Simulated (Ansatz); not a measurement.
A trace of molecular dynamics of F3H3OW (8 atoms, charge 0, multiplicity 1).

All numbers below come from RKS PBE-D4/def2-SVP (Ansatz).

- ensemble: NVE (velocity Verlet)
- starting velocities drawn for: 100 K
- seed: 9998

```
time (fs)  T (K)  potential energy less start (eV)  conserved less start (meV/atom)
        0    100                             0.000                             0.00
        4     71                             0.023                             0.01
        8     51                             0.038                             0.01
       12     41                             0.046                             0.02
       16     96                             0.003                             0.01
       20    179                            -0.061                             0.02
       24    372                            -0.210                             0.02
       28    683                            -0.452                             0.00
       32    977                            -0.680                            -0.03
       36   1099                            -0.775                             0.00
       40   1250                            -0.892                            -0.01
       44   1353                            -0.973                            -0.05
       48   1127                            -0.797                            -0.03
       52    816                            -0.555                             0.01
       56    848                            -0.580                             0.00
       60   1083                            -0.763                            -0.05
       64   1125                            -0.795                             0.00
       68   1243                            -0.886                            -0.04
       72   1254                            -0.895                            -0.01
       76   1276                            -0.912                            -0.04
       80   1153                            -0.817                             0.00
       84   1160                            -0.822                             0.00
       88   1366                            -0.982                             0.00
       92   1667                            -1.215                            -0.06
       96   1622                            -1.181                            -0.07
      100   1164                            -0.825                             0.01
```

**Question.** Is this trajectory sound?

**Answer.** The conserved energy stayed within 0.09 meV per atom of its start (net change 0.011 meV per atom), so the integration is sound. The kinetic energy rose, since the run started high on the potential surface and went downhill. A run of 0.1 ps of so small a system gives no equilibrium averages. The orbitals stay closed-shell, which can raise the energy where a bond breaks towards radicals; this wasn't checked here. The time step was 0.5 fs.

Run time: 6.5 min on 2 threads of Arm Neoverse V2, on a shared host, peak memory 0.14 GiB.
